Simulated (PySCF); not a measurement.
C5H3FO3S (charge -1 and doublet state).
Geometry (GFN2-xTB, Å), atoms numbered from 1 in this order:
```
atom  x, y, z in Å
O1    -0.0493   -1.9083    0.1838
C2     0.3989   -0.7386    0.0860
C3    -0.2393    0.4716   -0.2388
O4    -1.6004    0.6506   -0.4769
C5    -2.4958   -0.2652   -0.1608
O6    -3.6772   -0.0924   -0.3648
C7     0.5734    1.5918   -0.3531
S8     2.2731    1.1942   -0.2166
C9     1.8921   -0.4812    0.3425
F10    2.1821   -0.6065    1.7015
H11   -2.0975   -1.1861    0.2895
H12    0.2885    2.5755   -0.6559
H13    2.5471   -1.2049   -0.1541
```

The hyperfine couplings belong to this conformer and change with its torsions.

The species is `O=C1C(O[CH][O-])=CS[C@H]1F` [radical] (charge -1).

Computed with PySCF, UKS B3LYP, pcH-1 on C F H O S, non-relativistic, mean-field spin-orbit, GIAO. Whether the extra electron is bound in the gas phase wasn't checked; a finite basis holds it in any case. A GFN2-xTB geometry isn't a minimum of the functional, and hyperfine couplings can be far from their values at a DFT geometry, by a factor of two or more for some ions and for spin on atoms past the first row. The SCF solution wasn't tested for stability.

Task: Where do the isotropic ENDOR lines of F10, H12, H13 and H11 fall at 1213.4 mT, to first order?

Result: ν± = |νn ± a/2|, one line for each electron-spin manifold; νn = |g_N| × 7.62259 MHz/T × B.

```json
{"nuclei": "F10", "isotope": "19F", "g_N": "5.2577", "νn (MHz)": "48.63", "a_iso (MHz)": "351.91", "lower line (MHz)": "127.32", "upper line (MHz)": "224.58"}
{"nuclei": "H12", "isotope": "1H", "g_N": "5.5857", "νn (MHz)": "51.66", "a_iso (MHz)": "-37.36", "lower line (MHz)": "32.98", "upper line (MHz)": "70.35"}
{"nuclei": "H13", "isotope": "1H", "g_N": "5.5857", "νn (MHz)": "51.66", "a_iso (MHz)": "15.34", "lower line (MHz)": "43.99", "upper line (MHz)": "59.33"}
{"nuclei": "H11", "isotope": "1H", "g_N": "5.5857", "νn (MHz)": "51.66", "a_iso (MHz)": "0.66", "lower line (MHz)": "51.33", "upper line (MHz)": "51.99"}
```

Task: Which pairs are centred on the nuclear Larmor frequency, and which on half the coupling?

Result: Centred on νn, since |a| < 2νn: H12, H13 and H11. Centred on |a|/2 and split by 2νn: F10.

Task: At what field would the lower line of F10 fall to zero frequency?

Result: Where νn = |a|/2, that is B = 175.95 MHz/(5.2577 × 7.62259 MHz/T) = 4390 mT, as far as first order holds there.

The SMILES draws the unpaired electron on C5; the largest computed Mulliken spin population is on C7 (0.53 against 0.00).
